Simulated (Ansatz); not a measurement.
Geometry optimisation, UKS PBE/def2-SVP in Ansatz 0.2.0.

input.yaml

```yaml
crystal:
  periodic: [false, false, false]
  atoms:
    - { symbol: Sn, position_ang: [0.588341, 0.144184, 0.444174] }
    - { symbol: H, position_ang: [0.739048, -0.403383, 3.340676] }
    - { symbol: O, position_ang: [1.359446, -0.202468, -1.447053] }
    - { symbol: H, position_ang: [1.919563, -1.004365, -1.425536] }
    - { symbol: H, position_ang: [-0.553654, 1.430923, 0.034763] }
    - { symbol: O, position_ang: [-0.604309, -1.542756, 0.708664] }
    - { symbol: H, position_ang: [-1.217057, -1.588426, -0.078695] }
    - { symbol: "N", position_ang: [-0.080829, 0.030731, 2.87301] }
    - { symbol: H, position_ang: [-0.716426, -0.730873, 2.586897] }
    - { symbol: H, position_ang: [-0.541721, 0.669732, 3.528699] }
magnetization:
  spin_polarized: true
  initial_magnetization: 1
basis:
  gaussian: { orbitals: def2-SVP }
hamiltonian:
  xc: pbe
relax:
  f_tol: 0.03
  max_steps: 50
```

Command:

```bash
$ ansatz run input.yaml --threads 4 --pin off --max-ram 5120MiB --backend cpu --events-out ev --progress --plain --runs-dir out
```

Where does it end, and by what steps?

The forces met the threshold. After 8 steps the energy has fallen by 0.133 eV; H7 moved furthest, 0.47 Å.

| step | energy less start (eV) | largest force component (eV/Å) | accepted |
| --- | --- | --- | --- |
| 0 | 0.0000 | 0.737 | yes |
| 1 | -0.0529 | 0.705 | yes |
| 2 | -0.0708 | 0.759 | yes |
| 3 | -0.0926 | 0.701 | yes |
| 4 | -0.1215 | 0.125 | yes |
| 5 | -0.0840 | 1.199 | no |
| 6 | -0.1316 | 0.108 | yes |
| 7 | -0.1326 | 0.030 | yes |
| 8 | -0.1334 | 0.023 | yes |

```xyz
10
Properties=species:S:1:pos:R:3
Sn 0.650 0.132 0.420
H 0.600 -0.324 3.638
O 1.105 -0.283 -1.555
H 1.766 -1.001 -1.597
H -0.278 1.627 0.228
O -0.730 -1.378 0.698
H -0.832 -1.842 -0.155
N -0.067 -0.015 2.921
H -0.652 -0.820 2.635
H -0.670 0.709 3.333
```

Whether the end is a true minimum wasn't checked by a vibrational analysis.

The run took 14 s on 4 threads of Arm Neoverse V2 (shared host), peak memory 0.17 GiB.
